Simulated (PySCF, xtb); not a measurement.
Ge(Cl)2 anion (Cl2Ge), SMILES [Cl][Ge][Cl] (connectivity only; charge and spin as stated), charge -1, multiplicity 2.

Harmonic wavenumbers (cm⁻¹) from GFN2-xTB (xtb) at its own minimum, in rising order: 82, 210, 273.

**Question.** What does PySCF 2.14.0 with PBE-D3(BJ)/def2-SVPD give at its own minimum? (Estimate from the structure and the level; the computed values follow.)

**Answer.** 104, 260, 290. Paired by order, the mean absolute difference is 30 cm⁻¹ and the zero-point energies are 0.8 and 0.9 kcal/mol.
